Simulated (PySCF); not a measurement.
UHF on Pb³⁺ (lead, charge +3)

Configuration: [Xe] 4f14 5d10 6s1, 2S determinant. Computed with PySCF 2.14 in def2-TZVPPD with the def2 core potential (60 electrons), with scalar relativity through the core potential.

```
Total energy             : -190.015304 hartree
One-electron energy      : -313.6150 hartree
Hartree (Coulomb) energy : 137.9808 hartree
Exchange energy          : -14.3812 hartree
⟨S²⟩                     : 0.7509
⟨L²⟩                     : 0.000
Sum of ⟨r⟩               : 22.81 bohr
Sum of ⟨r²⟩              : 32.17 bohr²
```

```
shell  electrons  mean orbital energy (eV)  rms radius, mean of both spins (bohr)
 5s α          1                   -196.51                                  0.925
 5s β          1                   -196.09                                  0.925
 5p α          3                   -133.44                                   1.05
 5p β          3                   -133.26                                   1.05
 5d α          5                   -57.598                                   1.37
 5d β          5                   -57.154                                   1.37
 6s α          1                   -40.789                                   2.27
```

Energies and moments cover only the electrons outside the core potential. Spin-orbit coupling, which splits the p, d and f shells strongly at this Z, is absent.
